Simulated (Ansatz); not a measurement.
**Which is lower?**

Two relaxed structures of SnSiH4F (charge +1), closed shell (PBE0-D4/def2-TZVP; forces vanish, vibrations not checked).

A:

F1  (-2.137, -0.453, 0.320)
Si2  (-0.984, -0.191, -0.723)
Sn3  (1.136, 0.222, 0.771)
H4  (-0.660, -1.389, -1.521)
H5  (-1.173, 1.066, -1.471)
H6  (1.134, 0.192, 2.470)
H7  (2.686, 0.554, 0.154)
(Å)

B:

```xyz
7
angstrom
F -2.1144 -0.4548 0.6485
Si 1.1226 0.2197 0.7445
Sn -0.9713 -0.1860 -0.8467
H -0.7327 -1.6463 -1.6573
H -1.3436 1.2776 -1.5989
H 0.9804 0.1639 2.2187
H 2.5223 0.5165 0.3515
```

Program: Ansatz 0.2.0. Basis: def2-TZVPP. Cores are frozen in the correlated methods. Filled d shells of the heavier atoms are correlated. Core potentials replace the inner electrons of the atoms past krypton. The def2 sets are not built for correlating such inner shells, so the correlated values are less sure here. B3LYP uses VWN-RPA correlation.

Task: Which structure is lower at CCSD(T), and by how much? (To be estimated.)

Result: The calculation gives: A, by 42.52 kcal/mol (electronic energy, against the other). By their contacts, A is SnSiH₄F ([F][SiH2][SnH2]), total charge +1 and B is SnSiH₄F ([F][SnH2][SiH2]), total charge +1.

All methods give the same order:

```csv
method,E(B) − E(A) (kcal/mol)
PBE-D4,41.39
r2SCAN-D4,43.23
PBE0-D4,43.13
B3LYP-D4,42.29
wB97M-V,42.38
HF,43.76
MP2,44.07
CCSD,43.02
CCSD(T),42.52
```

The T1 diagnostic stays at or below 0.015.

Labels in which every atom is bracketed show which atoms are joined, not bond orders.

For scale, one of the runs: CCSD(T)/def2-TZVPP, 179 basis functions, launched by `ansatz run in.yaml --threads 2 --pin off --events-out ev --progress --plain --max-ram 4352MiB`. The run took 95 s on 2 CPU threads of an Intel Xeon (shared host), with 1.8 GiB of host memory at its peak.
